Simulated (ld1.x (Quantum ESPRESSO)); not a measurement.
# Si: excitation energies, all-electron against PAW

ld1.x (Quantum ESPRESSO) 7.5 input, shortened:

```
&input
   title='Si', zed=14., rel=1, dft='PBE', iswitch=3,
   config='[Ne] 3s1.5 3p2.5'
 /
 &inputp
   pseudotype=3, lpaw=.true., tm=.true., lloc=-2, rcloc=1.25,
   nlcc=.true., new_core_ps=.true., rcore=0.75,
   which_augfun='PSQ', rmatch_augfun_nc=.true.
 /
4
3S  1  0   1.50   0.00  1.45  1.70  0.0
3S  1  0   0.00   1.05  1.45  1.70  0.0
3P  2  1   2.50   0.00  1.25  1.50  0.0
3P  2  1   0.00   0.15  1.25  1.50  0.0
 &test
   configts(1)='3s1.5 3p2.5'
 /
```

Energies are relative to the spin-unpolarised reference configuration 3s1.5 3p2.5; without spin polarisation the order of configurations can differ from experiment.

| valence configuration | charge | ΔE all-electron (eV) | error AE − PS (meV) |
| --- | --- | --- | --- |
| 3s2 3p2 | 0 | -3.387 | 0.0 |
| 3s2 3p1 | +1 | 4.353 | -0.4 |
| 3s1 3p2 | +1 | 11.784 | -1.1 |
| 3s2 3p1.5 | +0.5 | -0.466 | -0.1 |
| 3s1 3p3 | 0 | 3.427 | -0.3 |

**Question.** What are ΔE and the potential's error for 3s2 3p2.3?

**Answer.** ΔE = -4.317 eV all-electron; the error (AE − PS) is +0.1 meV.

**Question.** What are ΔE and the potential's error for 3s2 3p0?

**Answer.** ΔE = 20.346 eV all-electron; the error (AE − PS) is -7.4 meV.
